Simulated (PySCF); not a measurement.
**Worked example: oscillator strength and radiative lifetime**

C₅H₇BO, SMILES C=CB(O)C#CC.

Coordinates come from a PBE0-D3(BJ)/def2-SVP optimisation. This is a generated structure with no PubChem entry under its InChIKey; it may be hypothetical. One conformer was computed; it need not be the lowest.

TDA-M06-2X/def2-SVPD (PySCF) puts the first singlet state with f over 0.02 at 5.85 eV (vertical), with the transition dipole (1.387, 0.111, -0.100) in atomic units.

Find the oscillator strength, the wavelength and the radiative lifetime that this transition would have in vacuum if emission retraced absorption.


|μ|² = 1.9461 au, so |μ| = 3.55 D. ΔE = 5.85/27.211 = 0.2150 hartree. f = (2/3) ΔE |μ|² = 0.279 (the program prints 0.279).
λ = 1239.84/5.85 = 212 nm; ν = 47183 cm⁻¹.
Einstein's coefficient A = 0.6670 ν² f s⁻¹ (ν in cm⁻¹) = 4.1e8 s⁻¹, so τ = 1/A = 2.4 ns. This state is S2; the lower singlet has f = 0.000. The figure is the radiative limit of this one transition; relaxation, internal conversion, crossing to triplets and a medium change what is measured.
